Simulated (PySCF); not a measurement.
C2H2N, charge -1, singlet, geometry from GFN2-xTB (in this run its highest filled SCF level lies above zero, so its values depend strongly on the basis, on diffuse functions most of all). Base run: B3LYP/6-31+G* (PySCF).

Here is a job for PySCF.
```python
from pyscf import gto, scf, dft, solvent

mol = gto.Mole()
mol.atom = '''
    C     0.00239539   -0.05738577   -1.17430271
    C    -0.00030500   -0.00940597    0.17345626
    N    -0.00297384    0.15282315    1.34104101
    H     0.92298158   -0.33199703   -1.68935248
    H    -0.91470705   -0.33701456   -1.69285587
'''
mol.basis = '6-31+g*'
mol.charge = -1
mol.verbose = 3
mol.build()

mf = dft.RKS(mol)
mf.xc = 'b3lyp'
mf.kernel()
```

Variants of this job, named by their change:

```tsv
change	ΔE vs base (kcal/mol)	HOMO-LUMO gap (eV)
base	0.000	3.61
model = IEF-PCM; solvent = tetrahydrofuran; vdw_scale = 1.4	-49.91	4.26
model = IEF-PCM; solvent = tetrahydrofuran; lebedev_order = 11	-53.97	4.57
model = IEF-PCM; solvent = tetrahydrofuran	-54.76	4.58
model = IEF-PCM; solvent = dichloromethane	-56.28	4.60
model = IEF-PCM; solvent = 2-propanol	-60.32	4.66
model = IEF-PCM; solvent = tetrahydrofuran; lebedev_order = 41	-54.83	4.58
model = IEF-PCM; solvent = tetrahydrofuran; vdw_scale = 1.0	-57.89	4.96
model = IEF-PCM; solvent = tetrahydrofuran; vdw_scale = 1.1	-56.79	4.76
model = ddCOSMO; solvent = tetrahydrofuran	-52.34	4.55
model = C-PCM; solvent = tetrahydrofuran	-55.02	4.58
model = SS(V)PE; solvent = tetrahydrofuran	-53.38	4.56
```

The base is the gas phase, so ΔE is the electrostatic part of solvation at a fixed geometry, without cavity and dispersion terms.

The gas-phase anion may not be bound at this level, which the solvent then changes.
